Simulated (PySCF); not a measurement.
Isomers of C5H8O4Si, mass 160.019 u with the commonest isotopes. Method used: PBE0/pcSseg-1 in PySCF (dipole) on a GFN2-xTB geometry, gas phase. One conformer each, none proved a minimum here; rigid rotors.

Task: Order these by dipole moment, largest first.
A. `[CH3:1][C:2](=[O:3])[O:4][SiH2:5][O:6][C:7]([CH3:8])=[C:9]=[O:10]` with C1–C2–O4–Si5 179°, C2–O4–Si5–O6 -179°, O4–Si5–O6–C7 180°, Si5–O6–C7–C8 -10°
B. `[CH2:1]=[CH:2][CH2:3][O:4][C:5](=[O:6])[C:7](=[O:8])[O:9][SiH3:10]` with C1–C2–C3–O4 -126°, C2–C3–O4–C5 79°, C3–O4–C5–O6 3°, O4–C5–C7–O8 0°, C5–C7–O9–Si10 -179°
C. `[CH2:1]=[CH:2][C@@H:3]1[O:4][C:5](=[O:6])[O:7][C@@H:8]1[O:9][SiH3:10]` with C1–C2–C3–O4 5°, O7–C8–O9–Si10 -16°, C2–C3–O4–C5 -128°, C3–O4–C5–O6 -179°, O4–C5–O7–C8 9°, C5–O7–C8–O9 109°
D. `[O:1]=[CH:2][C@@H:3]1[CH2:4][CH2:5][SiH2:6][O:7][C:8](=[O:9])[O:10]1` with O1–C2–C3–C4 133°, C2–C3–C4–C5 -43°, C3–C4–C5–Si6 -57°, C4–C5–Si6–O7 41°, C5–Si6–O7–C8 -65°

Result: D (7.21 D), C (4.04 D), A (0.67 D), B (0.50 D).

Task: Order these by rotational constant B, smallest first.
A. `[CH2:1]=[CH:2][C@@H:3]1[O:4][C:5](=[O:6])[O:7][C@@H:8]1[O:9][SiH3:10]` with C1–C2–C3–O4 5°, O7–C8–O9–Si10 -16°, C2–C3–O4–C5 -128°, C3–O4–C5–O6 -179°, O4–C5–O7–C8 9°, C5–O7–C8–O9 109°
B. `[CH2:1]=[CH:2][CH2:3][O:4][C:5](=[O:6])[C:7](=[O:8])[O:9][SiH3:10]` with C1–C2–C3–O4 -126°, C2–C3–O4–C5 79°, C3–O4–C5–O6 3°, O4–C5–C7–O8 0°, C5–C7–O9–Si10 -179°
C. `[CH3:1][C:2](=[O:3])[O:4][SiH2:5][O:6][C:7]([CH3:8])=[C:9]=[O:10]` with C1–C2–O4–Si5 179°, C2–O4–Si5–O6 -179°, O4–Si5–O6–C7 180°, Si5–O6–C7–C8 -10°
D. `[O:1]=[CH:2][C@@H:3]1[CH2:4][CH2:5][SiH2:6][O:7][C:8](=[O:9])[O:10]1` with O1–C2–C3–C4 133°, C2–C3–C4–C5 -43°, C3–C4–C5–Si6 -57°, C4–C5–Si6–O7 41°, C5–Si6–O7–C8 -65°

Result: C (469.7 MHz), B (498.2 MHz), A (1219 MHz), D (1277 MHz).

Task: Order these by radius of gyration √(Σ m r²/M), largest first.
A. `[CH2:1]=[CH:2][CH2:3][O:4][C:5](=[O:6])[C:7](=[O:8])[O:9][SiH3:10]` with C1–C2–C3–O4 -126°, C2–C3–O4–C5 79°, C3–O4–C5–O6 3°, O4–C5–C7–O8 0°, C5–C7–O9–Si10 -179°
B. `[CH3:1][C:2](=[O:3])[O:4][SiH2:5][O:6][C:7]([CH3:8])=[C:9]=[O:10]` with C1–C2–O4–Si5 179°, C2–O4–Si5–O6 -179°, O4–Si5–O6–C7 180°, Si5–O6–C7–C8 -10°
C. `[CH2:1]=[CH:2][C@@H:3]1[O:4][C:5](=[O:6])[O:7][C@@H:8]1[O:9][SiH3:10]` with C1–C2–C3–O4 5°, O7–C8–O9–Si10 -16°, C2–C3–O4–C5 -128°, C3–O4–C5–O6 -179°, O4–C5–O7–C8 9°, C5–O7–C8–O9 109°
D. `[O:1]=[CH:2][C@@H:3]1[CH2:4][CH2:5][SiH2:6][O:7][C:8](=[O:9])[O:10]1` with O1–C2–C3–C4 133°, C2–C3–C4–C5 -43°, C3–C4–C5–Si6 -57°, C4–C5–Si6–O7 41°, C5–Si6–O7–C8 -65°

Result: B (2.780 Å), A (2.662 Å), C (2.072 Å), D (2.006 Å).

```
                         SMILES  point group  Ia (u·Å²)  Ib (u·Å²)  Ic (u·Å²)      κ  μa (D)  μb (D)  μc (D)
         CC(=O)O[SiH2]OC(C)=C=O           C1     168.16    1075.87    1229.51  -0.95    0.24    0.56    0.28
     O=C[C@@H]1CC[SiH2]OC(=O)O1           C1     357.39     395.66     534.65   0.42    6.70    2.15    1.57
         C=CCOC(=O)C(=O)O[SiH3]           C1     157.57    1014.36    1095.66  -0.97    0.31    0.35    0.17
C=C[C@@H]1OC(=O)O[C@@H]1O[SiH3]           C1     368.62     414.51     590.33   0.41    2.75    2.22    1.94
```
